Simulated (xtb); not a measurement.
C2H5I, charge +1, doublet, geometry from GFN2-xTB (a state made from the parent by changing its charge; the spin is typed, not shown lowest); GFN2-xTB in xtb.

Input for xtb:
```
$ xtb mol.xyz --gfn 2 --chrg 1 --uhf 1 --opt --json

# file mol.xyz
8

C     -2.47872317    -0.30698683    -0.18935188
C     -1.15697557    -0.96081758    -0.39560285
I      0.61070332     0.21044122     0.09731135
H     -2.64557368    -0.00101957     0.84919800
H     -3.26426753    -1.00780463    -0.47616182
H     -2.59703766     0.61002780    -0.77682678
H     -1.04755767    -1.88176413     0.19730031
H     -0.99864680    -1.26599750    -1.44128263
```

Question: Predict the main parts of the log of this xtb run.

Answer: 
```
   ID    Z sym.   atoms
    1    6 C      1, 2
    2   53 I      3
    3    1 H      4-8

           -------------------------------------------------
          |                Calculation Setup                |
           -------------------------------------------------

           -------------------------------------------------
          |                 G F N 2 - x T B                 |
           -------------------------------------------------

          ...................................................
          :                      SETUP                      :
          :.................................................:
          :  # basis functions                  23          :
          :  # atomic orbitals                  22          :
          :  # shells                           12          :
          :  # electrons                        19          :
          :  max. iterations                   250          :
          :  Hamiltonian                  GFN2-xTB          :
          :  restarted?                      false          :
          :  GBSA solvation                  false          :
          :  PC potential                    false          :
          :  electronic temp.          300.0000000     K    :
          :  accuracy                    1.0000000          :
          :  -> integral cutoff          0.2500000E+02      :
          :  -> integral neglect         0.1000000E-07      :
          :  -> SCF convergence          0.1000000E-05 Eh   :
          :  -> wf. convergence          0.1000000E-03 e    :
          :  Broyden damping             0.4000000          :
          :  net charge                          1          :
          :  unpaired electrons                  1          :
          ...................................................

 iter      E             dE          RMSdq      gap      omega  full diag
   1    -10.1496690 -0.101497E+02  0.396E+00    4.95       0.0  T
   2    -10.1042510  0.454180E-01  0.464E+00    4.31       1.0  T
   3    -10.2066770 -0.102426E+00  0.346E+00    4.75       1.0  T
   4    -10.2038711  0.280592E-02  0.228E+00    4.77       1.0  T
   5    -10.1912561  0.126150E-01  0.289E+00    4.81       1.0  T
   6    -10.2057980 -0.145419E-01  0.108E+00    4.80       1.0  T
   7    -10.2072901 -0.149208E-02  0.567E-01    4.79       1.0  T
   8    -10.2081581 -0.868062E-03  0.278E-01    4.79       1.0  T
   9    -10.2084079 -0.249744E-03  0.828E-02    4.79       1.0  T
  10    -10.2084164 -0.850199E-05  0.337E-02    4.80       1.0  T
  11    -10.2084161  0.302677E-06  0.180E-02    4.80       2.0  T
  12    -10.2084171 -0.980557E-06  0.153E-02    4.80       2.3  T
  13    -10.2084170  0.865358E-07  0.836E-03    4.80       4.2  T
  14    -10.2084171 -0.119871E-06  0.486E-03    4.80       7.3  T
  15    -10.2084171 -0.341467E-08  0.174E-03    4.80      20.3  T
  16    -10.2084171 -0.591630E-08  0.644E-04    4.80      54.9  T
  17    -10.2084171 -0.417034E-09  0.161E-04    4.80     219.4  T

   *** convergence criteria satisfied after 17 iterations ***

         :::::::::::::::::::::::::::::::::::::::::::::::::::::
         ::                     SUMMARY                     ::
         :::::::::::::::::::::::::::::::::::::::::::::::::::::
         :: total energy             -10.105159089308 Eh    ::
         :: gradient norm              0.000014519046 Eh/a0 ::
         :: HOMO-LUMO gap              4.796321077939 eV    ::
         ::.................................................::
         :: SCC energy               -10.208416384325 Eh    ::
         :: -> isotropic ES            0.106827845561 Eh    ::
         :: -> anisotropic ES         -0.010532389807 Eh    ::
         :: -> anisotropic XC          0.006337133244 Eh    ::
         :: -> dispersion             -0.002976676857 Eh    ::
         :: repulsion energy           0.103257295018 Eh    ::
         :: add. restraining           0.000000000000 Eh    ::
         :: total charge               1.000000000000 e     ::
         :::::::::::::::::::::::::::::::::::::::::::::::::::::

      -----------------------------------------------------------
     |                   =====================                   |
     |                        A N C O P T                        |
     |                   =====================                   |
     |               Approximate Normal Coordinate               |
     |                Rational Function Optimizer                |
      -----------------------------------------------------------
      -----------------------------------------------------------
     |                   =====================                   |
     |                        A N C O P T                        |
     |                   =====================                   |
     |               Approximate Normal Coordinate               |
     |                Rational Function Optimizer                |
      -----------------------------------------------------------

          ...................................................
          :                      SETUP                      :
          :.................................................:
          :   optimization level            normal          :
          :   max. optcycles                   200          :
          :   ANC micro-cycles                  20          :
          :   degrees of freedom                18          :
          :.................................................:
          :   RF solver                   davidson          :
          :   write xtbopt.log                true          :
          :   linear?                        false          :
          :   energy convergence         0.5000000E-05 Eh   :
          :   grad. convergence          0.1000000E-02 Eh/α :
          :   maxmium RF displ.          1.0000000          :
          :   Hlow (freq-cutoff)         0.1000000E-01      :
[...]
 * total energy  :   -10.1051591 Eh     change       -0.7325696E-10 Eh
   *** GEOMETRY OPTIMIZATION CONVERGED AFTER 1 ITERATIONS ***
[...]

 iter      E             dE          RMSdq      gap      omega  full diag
   1    -10.2084171 -0.102084E+02  0.861E-06    4.80       0.0  T
   2    -10.2084171  0.445333E-11  0.301E-05    4.80    1174.8  T
   3    -10.2084171 -0.476241E-11  0.240E-06    4.80   14737.2  T

   *** convergence criteria satisfied after 3 iterations ***

         :::::::::::::::::::::::::::::::::::::::::::::::::::::
         ::                     SUMMARY                     ::
         :::::::::::::::::::::::::::::::::::::::::::::::::::::
         :: total energy             -10.105159089381 Eh    ::
         :: gradient norm              0.000014122789 Eh/a0 ::
         :: HOMO-LUMO gap              4.796321456643 eV    ::
         ::.................................................::
         :: SCC energy               -10.208416384399 Eh    ::
         :: -> isotropic ES            0.106827805009 Eh    ::
         :: -> anisotropic ES         -0.010532671009 Eh    ::
         :: -> anisotropic XC          0.006337152282 Eh    ::
         :: -> dispersion             -0.002976667679 Eh    ::
         :: repulsion energy           0.103257295018 Eh    ::
         :: add. restraining           0.000000000000 Eh    ::
         :: total charge               1.000000000000 e     ::
         :::::::::::::::::::::::::::::::::::::::::::::::::::::

           -------------------------------------------------
          |                Property Printout                |
           -------------------------------------------------

    * Orbital Energies and Occupations

         #    Occupation            Energy/Eh            Energy/eV
      -------------------------------------------------------------
         1        2.0000           -0.9854024             -26.8142
         2        2.0000           -0.8605446             -23.4166
         3        2.0000           -0.8032109             -21.8565
         4        2.0000           -0.7494232             -20.3928
         5        2.0000           -0.7409419             -20.1621
         6        2.0000           -0.7208277             -19.6147
         7        2.0000           -0.6734221             -18.3247
         8        2.0000           -0.6717206             -18.2784
         9        1.8772           -0.6544947             -17.8097
        10        1.1228           -0.6507581             -17.7080 (HOMO)
        11                         -0.4744965             -12.9117 (LUMO)
        12                         -0.2561068              -6.9690
        13                         -0.2543859              -6.9222
        14                         -0.2316185              -6.3027
        15                         -0.2279987              -6.2042
        16                         -0.0935636              -2.5460
        17                         -0.0911702              -2.4809
        18                         -0.0417048              -1.1348
        19                         -0.0150730              -0.4102
        20                          0.0285813               0.7777
        21                          0.0432784               1.1777
        22                          0.0922117               2.5092
      -------------------------------------------------------------
                  HL-Gap            0.1762616 Eh            4.7963 eV
             Fermi-level           -0.6076269 Eh          -16.5344 eV

     #   Z          covCN         q      C6AA      α(0)
     1   6 C        3.816    -0.135    23.085     6.838
     2   6 C        3.776    -0.010    20.789     6.496
     3  53 I        1.037     0.292   351.280    32.354
     4   1 H        0.924     0.162     1.312     1.791
     5   1 H        0.924     0.144     1.432     1.871
     6   1 H        0.924     0.162     1.312     1.791
     7   1 H        0.932     0.193     1.136     1.667
     8   1 H        0.932     0.193     1.136     1.667

 Mol. C6AA /au·bohr⁶  :       1130.767173
 Mol. C8AA /au·bohr⁸  :      61951.691893
 Mol. α(0) /au        :         54.476586

Wiberg/Mayer (AO) data.
largest (>0.10) Wiberg bond orders for each atom

 ---------------------------------------------------------------------------
     #   Z sym  total        # sym  WBO       # sym  WBO       # sym  WBO
 ---------------------------------------------------------------------------
     1   6 C    3.935 --     2 C    1.083     5 H    0.940     6 H    0.886
                             4 H    0.886     3 I    0.124
     2   6 C    3.891 --     1 C    1.083     3 I    1.059     7 H    0.862
                             8 H    0.862
     3  53 I    1.422 --     2 C    1.059     1 C    0.124
     4   1 H    0.959 --     1 C    0.886
     5   1 H    0.978 --     1 C    0.940
     6   1 H    0.959 --     1 C    0.886
     7   1 H    0.944 --     2 C    0.862
     8   1 H    0.944 --     2 C    0.862
 ---------------------------------------------------------------------------

Topologies differ in total number of bonds
Writing topology from bond orders to xtbtopo.mol

molecular dipole:
                 x           y           z       tot (Debye)
 q only:       -2.247      -1.020      -0.450
   full:       -1.995      -0.960      -0.420       5.728
molecular quadrupole (traceless):
                xx          xy          yy          xz          yz          zz
 q only:        8.972       4.091      -3.049       2.000       1.426      -5.923
  q+dip:        7.454       3.932      -2.503       1.864       1.232      -4.951
   full:        7.842       4.532      -2.956       2.097       1.030      -4.886

optimized geometry written to: xtbopt.xyz

           -------------------------------------------------
          | TOTAL ENERGY              -10.105159089381 Eh   |
          | GRADIENT NORM               0.000014122789 Eh/α |
          | HOMO-LUMO GAP               4.796321456643 eV   |
           -------------------------------------------------

normal termination of xtb
```
